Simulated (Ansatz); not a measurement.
Pb₃SeBr₄, relaxed as a singlet with RKS PBE-D4/def2-SVP in Ansatz, starting from the GFN1-xTB geometry. Force threshold 0.03 eV/Å.

In the def2 sets Pb takes a core potential; there is no spin–orbit coupling. The structure comes from a short search, and lower isomers may exist.

Start:

```tsv
atom	x (Å)	y (Å)	z (Å)
Pb1	-0.7357	2.3998	1.2007
Pb2	-0.9913	-1.7380	0.5473
Pb3	1.9319	-0.2079	-0.7275
Se4	0.6739	0.1222	1.6934
Br5	1.5808	-2.9294	0.1067
Br6	0.7149	2.5211	-1.1227
Br7	-0.4400	-0.8818	-2.0747
Br8	-2.7347	0.7140	0.3769
```

(1) Estimate the energy that the relaxation releases and the steps that it takes.

(2) Does the start keep its bonding and symmetry?

(3) Predict the relaxed structure.

Answers

(1) 0.30 eV, in 6 steps; 19 s on 6 threads of Intel Xeon on a shared host. No frequencies were taken in this run, so the end may be a saddle point.

(2) By distances, no bond broke or formed. The bond that changes most is Pb2–Br8, from 3.01 to 3.13 Å (atoms count from 1). Point group Cs at the start, Cs at the end, both within 0.05 Å.

(3) 
```csv
atom,x (Å),y (Å),z (Å)
Pb1,-0.768,2.378,1.098
Pb2,-1.027,-1.786,0.568
Pb3,1.992,-0.204,-0.746
Se4,0.726,0.099,1.789
Br5,1.644,-3.034,0.125
Br6,0.858,2.680,-1.194
Br7,-0.484,-0.822,-2.100
Br8,-2.942,0.689,0.460
```
Bond lengths (bridged metal pairs left out): 8 × Br–Pb 2.83 to 3.13 Å; 3 × Pb–Se 2.81 to 2.85 Å.
